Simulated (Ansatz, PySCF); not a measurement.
System: sum formula H$_{2}$BO$_{2}$, charge -1, multiplicity 1. 
Coordinates optimised at B3LYP-D3(BJ)/def2-TZVP (Ansatz, a quantum-chemistry and plane-wave program):
```xyz
5

B      0.2717    -0.5450     0.2858
O      0.8850     0.1384    -0.7610
H      0.3290     0.9186    -1.0496
O     -0.9480    -0.0120     0.6947
H     -1.1831     0.7945     0.1512
```
Charge -1, spin multiplicity 1.

Total electronic energies in hartree. Correlated levels leave the core frozen unless marked. No spin-orbit coupling. No relativistic terms. Basis-set limits of correlation are two-point, X^-3; Hartree-Fock from the larger set. [CCSD(T)-MP2]/basis is that difference in the basis named.

```
level                                                                 program  energy (Eh)
-------------------------------------------------------------  --------------  -----------
HF/cc-pVDZ                                                             Ansatz   -175.55924
HF-D3(BJ)/def2-TZVPD                                            PySCF + dftd3   -175.67382
BLYP-D4/def2-TZVPD                                             Ansatz + dftd4   -176.60149
revPBE-D3(BJ)/def2-TZVPD                                       Ansatz + dftd3   -176.57302
revPBE/def2-TZVPD                                                      Ansatz   -176.56760
M06-L/def2-TZVPD                                                        PySCF   -176.57677
B97M-V/def2-TZVPD                                                      Ansatz   -176.58673
PBE0-D4/def2-TZVPD                                             Ansatz + dftd4   (withheld)
PBE0/def2-TZVP                                                         Ansatz   -176.40680
r2SCANh-D4/def2-TZVPD                                          Ansatz + dftd4   -176.51446
r2SCANh/def2-TZVPD                                                     Ansatz   -176.51389
r2SCAN0/def2-TZVPD                                                     Ansatz   -176.49574
PW6B95-D3(BJ)/def2-TZVPD                                        PySCF + dftd3   -176.82183
PW6B95-D4/def2-TZVPD                                            PySCF + dftd4   -176.82320
PW6B95/def2-TZVPD                                                       PySCF   -176.82100
HSE06-D3(BJ)/def2-TZVPD                                        Ansatz + dftd3   -176.41229
HSE06/def2-TZVPD                                                       Ansatz   -176.41119
LC-wPBE-D3(BJ)/def2-TZVPD                                      Ansatz + dftd3   -176.49624
MP2/aug-cc-pVDZ                                                        Ansatz   -176.11768
SCS-MP2/cc-pwCVTZ                                                      Ansatz   -176.23701
CCSD(T)/cc-pVTZ                                                        Ansatz   -176.27144
CCSD(T) with core electrons/cc-pwCVTZ                                  Ansatz   -176.43513
RI-MP2/CBS(aug-cc-pVTZ,aug-cc-pVQZ)+[CCSD(T)-MP2]/aug-cc-pVTZ          Ansatz    -176.3859
```

Task: Fill in the missing entries.

Result: 
- PBE0-D4/def2-TZVPD, energy (Eh): -176.42111
